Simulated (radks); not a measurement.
Question: Coherent X-ray form factor from a spherical all-electron density. All-electron calculation, non-relativistic Kohn-Sham, LDA (Slater exchange, Perdew-Wang correlation), spin-unpolarised, spherical densities, point nucleus. Program: a radial shooting solver on a logarithmic mesh with Libxc functionals.

sin(theta)/lambda (1/angstrom)  f0 (electrons)
0.05                                    41.764
0.1                                     41.072
0.15                                    39.968
0.2                                     38.520
0.25                                    36.811
0.3                                     34.932
0.4                                     31.008
0.5                                     27.315
0.6                                     24.172
0.8                                     19.681
1                                       16.776
1.25                                    13.944
1.5                                     11.424
2                                        7.677

The species is in the configuration that NIST lists as its ground one. Which atom or ion scatters so?

Answer: The tellurium ion Te10+, [Kr] 4d6. Extrapolating in s^2 from the first two rows gives f0(0) = 42.0, near the electron count 42; among species with that count, the fall with angle is slower the higher Z, and the table is that of Z = 52; from so few rows the species is fixed only to a neighbour or two.
